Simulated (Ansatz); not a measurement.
FH$_{5}$O$_{2}$Si$_{2}$ (`O[SiH2]O[SiH2]F`), relaxed with RKS PBE0-D4/def2-TZVP in Ansatz 0.2.0 from a GFN2-xTB geometry. The force threshold is 0.005 eV/Å; the program also tests the step.

Total charge 0; spin multiplicity 1.

Start:

```xyz
10

O    -0.176    1.435   -1.554
Si    1.042    0.786   -0.712
O     0.507   -0.381    0.301
Si   -0.650   -1.221    1.019
F    -1.979   -0.307    1.002
H    -1.036    1.577   -1.164
H     1.680    1.754    0.172
H     1.874    0.127   -1.702
H    -0.280   -1.379    2.410
H    -0.984   -2.390    0.229
```

By how much does the energy fall, and how many steps does the optimiser take? (Estimate.)

Computed: 2.79 kcal/mol, in 22 steps, 5 of them rejected.

Which bonds change most? (Estimate.)

The calculation gave: Si4–H10 from 1.450 to 1.478 Å; Si4–H9 from 1.448 to 1.477 Å; Si2–H7 from 1.458 to 1.483 Å; Si2–H8 from 1.451 to 1.476 Å.

Give the relaxed structure. (Best estimate.)

The calculation gave: 
```xyz
10

O    -0.253    1.182   -1.645
Si    1.012    0.756   -0.697
O     0.580   -0.354    0.429
Si   -0.662   -1.194    1.037
F    -1.915   -0.215    1.204
H    -0.954    1.711   -1.262
H     1.552    1.925    0.039
H     2.010    0.150   -1.601
H    -0.293   -1.689    2.378
H    -1.077   -2.274    0.117
```
